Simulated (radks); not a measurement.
Results of a calculation; reference values are marked as such.
These are the eigenvalues of the occupied orbitals of an atom or ion with whole-number occupations (eV). Code: a radial shooting solver on a logarithmic mesh with Libxc functionals. Model: scalar-relativistic Kohn-Sham, LB94 model potential, spin-polarised, spherical densities, finite nucleus; Fermi nuclear charge, rms radius of each element as measured or else 0.836 A^(1/3) + 0.57 fm.

orbital  eigenvalue
1s down   -94917.33
1s up     -94916.63
2s up     -20280.08
2s down   -20278.57
2p up     -17938.87
2p down   -17938.28
3s up     -7542.574
3s down   -7517.548
3p up     -6865.295
3p down   -6840.593
3d up     -6252.393
3d down   -6227.863

Which element is it, and in what charge state? The configuration may be excited. Open shells, if any, are filled with parallel spins first.

Answer. Z = 83, bismuth, charge +59: Bi59+ in [Ar] 3d6. The list shows which subshells hold electrons but not how many an open one holds; the 1s level, -3488.1 hartree, gives Z - s = 83.5 by -(Z - s)^2/2, which with screening and relativity narrows Z to a few neighbours, and the depths of the outer levels then fix element, charge and occupations together.
